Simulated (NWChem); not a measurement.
Species: AlH$_{3}$; SMILES [AlH3]

Results from NWChem. The level has its own optimisation; frequencies are unscaled.

Question: Estimate the computed values for Hartree-Fock/pcseg-2. Quantities: r Al–H (Å); highest harmonic frequency (cm⁻¹); lowest (cm⁻¹); zero-point energy (kcal/mol).

Answer: 
```yaml
r Al–H (Å): 1.576
highest harmonic frequency (cm⁻¹): 2021
lowest (cm⁻¹): 761
zero-point energy (kcal/mol): 12.2
```
